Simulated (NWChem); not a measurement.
System: trimethylarsine (C3H9As); SMILES C[As](C)C

Results from NWChem. Pople sets run with spherical d functions. Coordinates come from a PBE0/def2-SVP optimisation.

### Question
Taking B3LYP/aug-cc-pVTZ as the yardstick, which of these has the fewest basis functions while keeping “highest occupied level (eV)” within 0.2 eV of it: B3LYP/def2-TZVP; B3LYP/6-31G*; B3LYP/def2-SVP; B3LYP/3-21G; B3LYP/def2-SVPD; B3LYP/STO-3G?

### Answer
B3LYP/def2-SVP.
| level | basis functions | highest occupied level (eV) |
|---|---|---|
| B3LYP/STO-3G | 42 | -4.01 |
| B3LYP/3-21G | 67 | -5.98 |
| B3LYP/6-31G* | 92 | -6.09 |
| B3LYP/def2-SVP | 119 | -6.22 |
| B3LYP/def2-SVPD | 170 | -6.33 |
| B3LYP/def2-TZVP | 195 | -6.30 |
| B3LYP/aug-cc-pVTZ | 404 | -6.34 |

The yardstick is one finite set, not the basis-set limit.
